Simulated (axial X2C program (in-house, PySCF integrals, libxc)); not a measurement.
## Levels of MoC⁺ by electron attachment to MoC²⁺ (EOM-EA-CCSD)

Computed with an in-house all-electron X2C program for linear molecules (integrals from PySCF): two-component X2C with atomic mean-field Coulomb and Gaunt terms, Gaussian nuclei, basis Mo dyall-acv3z, C dyall-av3z with contracted cores.

R = 1.678 Å (near the PBE0 minimum at charge 1 of the determinant lowest at the starting distance; the state shown can have its own minimum elsewhere).

Hartree–Fock spinors of MoC²⁺ (one of each Kramers pair; a window near the gap, which can cut inner shells):

```csv
ω,occupied,ε (eV),character
1/2,yes,-25.97,"69% Mo d, 24% C p, 3% C d"
3/2,yes,-25.93,"71% Mo d, 23% C p, 3% C d"
1/2,yes,-24.59,"42% Mo d, 34% C p, 14% C s"
3/2,no,-13.92,"90% Mo d, 4% C p, 3% C f"
5/2,no,-13.68,"94% Mo d, 3% C f, 2% C d"
1/2,no,-12.91,"47% Mo s, 30% C p, 10% Mo d"
1/2,no,-11.32,"40% C p, 33% Mo p, 19% Mo d"
3/2,no,-11.12,"38% C p, 33% Mo p, 21% Mo d"
1/2,no,-9.12,"43% Mo p, 21% C p, 19% Mo d"
```

Levels of MoC⁺ obtained by attaching an electron to MoC²⁺:

```tsv
Ω	binding energy (eV)	above lowest (cm⁻¹)	attached spinor	one-particle weight
3/2	16.453	0	92% Mo dδ	0.93
5/2	16.289	1322	95% Mo dδ	0.93
1/2	13.995	19819	49% Mo sσ, 28% C pσ, 8% Mo dσ	0.96
1/2	12.118	34960	41% C pπ, 31% Mo pπ, 20% Mo dπ	0.94
3/2	11.989	35999	42% C pπ, 31% Mo pπ, 19% Mo dπ	0.94
1/2	10.090	51320	42% Mo pσ, 23% C pσ, 20% Mo dσ	0.90
```

Question: What is the splitting of the first π pair in the table, and is it regular or inverted?

Answer: E(3/2) − E(1/2) = 35999 − 34960 = 1039 cm⁻¹ at EOM-EA-CCSD: regular, Ω = 1/2 lower. Splittings at this level can be off by ten to twenty per cent.

This point took 31 s on 1 thread of Arm Neoverse V2, with other jobs on the host.

Reference electrons by ω block (each with its −ω partner): 1/2: 16, 3/2: 6, 5/2: 1. 16 electrons of MoC²⁺ correlated (inner shells frozen), 88 natural virtual spinors (a truncated set); levels can be off by some tenths of an eV. Roots sought by Ω: (1/2: 5, 3/2: 4, 5/2: 2, 7/2: 1); rows need 60 % one-particle weight and stop where some Ω has no more roots. Missing are any skipped roots, higher Ω and states of a further excitation; these come out far too high here and may in truth be low or lowest. T1 of the reference 0.034 (Lee–Taylor). The reference was not checked to be the lowest state of its species. Number of frozen shells: Mo 3 s, 2 p, 1 d; C 1 s. Large amplitudes in the reference (orbital relaxation or multireference character) lower the reliability.
